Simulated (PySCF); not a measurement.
## How methods differ on the ionisation energy of K

K [Ar] 4s1 (2S) → K⁺ [Ar] (1S), as a difference of total energies. Computed with PySCF 2.14 in ANO-RCC-VTZP, with scalar relativity by spin-free X2C-1e. Correlated levels: valence and next inner shell: [Ne] frozen. The calculations carry no spin-orbit coupling.

```csv
method,ionisation energy (eV),error (eV)
UHF,4.022,-0.319
LDA,4.550,+0.209
PBE,4.464,+0.123
PBE0,4.392,+0.051
r2SCAN,4.263,-0.078
BP86,4.498,+0.157
M06-2X,4.295,-0.046
CAM-B3LYP,4.450,+0.109
TPSSh,4.255,-0.086
MP2 (valence and next inner shell),4.266,-0.075
SCS-MP2 (valence and next inner shell),4.214,-0.127
```

Reference: 4.341 eV (measured; NIST Atomic Spectra Database, ionization energies).

Errors of the correlated levels include the incompleteness of this basis and the frozen core.
